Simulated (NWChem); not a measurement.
A series in which one site is exchanged, each optimised at PBE0/def2-SVP with NWChem, gas phase unless a solvent is named. This build's default masses of Se (78.918 u) and Br (79.917 u) are each other's, which moves their modes by up to 0.6 %.

A: C=C=CC (C$_{4}$H$_{6}$; site = H)
B: C(C)=C=CCl (C$_{4}$H$_{5}$Cl; site = Cl)
C: CC=C=CF (C4H5F; site = F)
D: CC=C=CBr (C₄H₅Br; site = Br)

Q: Rank them by vertical ionisation energy, ΔSCF, PBE0/def2-SVP (eV), lowest first.

A: B (9.26), A (9.35), C (9.47), D (9.63)
